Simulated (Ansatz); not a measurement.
This geometry of C$_{2}$H$_{8}$BClSi (13 atoms, charge 0, multiplicity 1) is a first-order saddle point.

The calculation used RKS r2SCAN/def2-SVP (Ansatz 0.2.0).

```xyz
13
Properties=species:S:1:pos:R:3
C -1.175 -0.408 1.101
B -0.034 -0.196 0.053
C 1.022 -1.320 -0.232
Si 0.178 1.569 -0.930
Cl -1.053 3.062 -0.126
H -1.725 -1.346 0.904
H -0.691 -0.570 2.086
H -1.889 0.421 1.211
H 1.469 -1.311 -1.240
H 1.862 -1.099 0.459
H 0.681 -2.340 0.010
H 1.579 2.096 -0.911
H -0.204 1.407 -2.371
```

Problem. Which two structures does it join? (They come from a converged band through this point; their orientation in space is the band's.)

Solution. No bond is made or broken. The dihedral H7–C1–B2–Si4 goes from -162 to -32°. The two ends are copies of one structure, up to a mirror image or an exchange of like atoms.

Initial state:

```xyz
13
Properties=species:S:1:pos:R:3
C -1.088 -0.344 1.191
B 0.036 -0.177 0.122
C 1.195 -1.220 -0.027
Si 0.004 1.409 -1.145
Cl -1.433 2.828 -0.583
H -1.924 -0.816 0.629
H -0.847 -1.029 2.020
H -1.505 0.600 1.575
H 1.693 -1.271 -1.008
H 1.968 -0.868 0.689
H 0.923 -2.236 0.306
H 1.323 2.115 -1.212
H -0.326 0.975 -2.541
```

Final state:

```xyz
13
Properties=species:S:1:pos:R:3
C -1.095 -0.424 1.159
B 0.008 -0.205 0.078
C 0.964 -1.361 -0.375
Si 0.215 1.613 -0.806
Cl -0.938 3.077 0.154
H -0.955 -1.311 1.797
H -1.326 0.463 1.769
H -2.017 -0.608 0.565
H 1.410 -1.271 -1.378
H 1.813 -1.304 0.340
H 0.535 -2.369 -0.247
H 1.632 2.095 -0.805
H -0.226 1.571 -2.237
```

Problem. How far does it lie above each of them?

Solution. 0.024 eV above the first and 0.024 eV above the second. This is the barrier of this one path; another mechanism may lie lower.

Run time: 4 min on 2 threads of Arm Neoverse V1, with other jobs on the host, peak memory 0.18 GiB.
